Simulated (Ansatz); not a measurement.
Coupled-cluster diagnostics for the cluster H3Au3⁺, Ansatz.

Geometry of the doublet (PBE0-D4/def2-TZVP):

```xyz
6

Au    2.022   -2.473    0.798
Au    0.327   -0.449    0.414
Au   -1.808    0.993   -0.569
H    -0.828    0.718    0.858
H    -1.620    2.355   -1.357
H     1.907   -1.144   -0.145
```

In the def2 sets Au takes a core potential; there is no spin–orbit coupling. Correlated methods freeze no core orbitals; core or outer-core shells of Au are correlated, in sets that lack core-valence functions. The structure comes from a short search, and lower isomers may exist.

(1) Estimate the CCSD(T) correlation energy, the shares of MP2 and (T), T1 and the reference's ⟨S²⟩ for: charge 1, doublet, own geometry in def2-SVP; and the rough time on 4 threads of Arm Neoverse V2 on a shared host.

Results:

(1) 
| state | basis | correlation (eV) | MP2 share (%) | (T) share (%) | T1 | ⟨S²⟩ (pure) | wall time |
| --- | --- | --- | --- | --- | --- | --- | --- |
| charge 1, doublet, own geometry | def2-SVP | -29.277 | 103.7 | 2.7 | 0.025 | 0.77 (0.75) | 2.5 min |
Customary marks for T1 are 0.02 (closed shells), 0.045 (open shells) and about 0.05 (3d metals). T1 exceeds 0.02 in 1 of 1 rows and 0.045 in 0; the higher it lies, the less the single-reference result can be trusted.
